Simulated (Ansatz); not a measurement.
Two isomers of FHInO: A = `[O][InH][F]`•, B = `[OH][In][F]`•.

Isolated molecules relaxed with PBE0-D4/def2-TZVP in Ansatz; ΔE leaves out vibrations. CCSD(T)/CBS is the MP2 limit (def2-TZVPP, def2-QZVPP) plus CCSD(T) − MP2 in def2-TZVPP, frozen cores. DFT in def2-TZVPP. B3LYP here is the variant with VWN-RPA as its local correlation; programs differ in this. No spin–orbit coupling; open shells (•) take unrestricted orbitals. def2 core potentials past Kr. For In outer-core shells are correlated without core-valence functions, which leaves a few kJ/mol of doubt a bond. One conformer a species, not always the lowest.

(1) Which isomer does CCSD(T)/CBS put lower? Give the gap. (Best estimate.)

(2) Give E(B) − E(A) in kcal/mol with MP2/def2-TZVPP, PBE0-D4, B2PLYP, CCSD(T)/def2-SVP, LDA (SPW92), r2SCAN-D4, B3LYP-D4. (An estimate is asked.)

(3) Does the order hold for the free energy at 298.15 K (harmonic terms from PBE0-D4)? (An estimate is asked.)

Largest T1 diagnostic: 0.021.

Answers

(1) The calculation gave: B, by 52.3 kcal/mol.

(2) Computed: MP2/def2-TZVPP -57.9, PBE0-D4 -51.2, B2PLYP -52.6, CCSD(T)/def2-SVP -47.4, LDA (SPW92) -62.1, r2SCAN-D4 -51.1, B3LYP-D4 -51.7. None reverses the order clearly.

(3) The calculation gave: Yes: G(B) − G(A) = -49.4 kcal/mol, for one conformer each.

Leaving LDA and LC-ωPBE aside and taking each functional with its dispersion term where it has one, the values, not all of them listed here, spread over 9.5 kcal/mol, from PBE-D4 to BHLYP-D4. LDA lies −6.8 kcal/mol from PBE without D4. In def2-TZVPP, CCSD(T) changes the Hartree–Fock value by −17.4 kcal/mol (the triples alone add −1.7 kcal/mol) and MP2 by −25.3 kcal/mol.
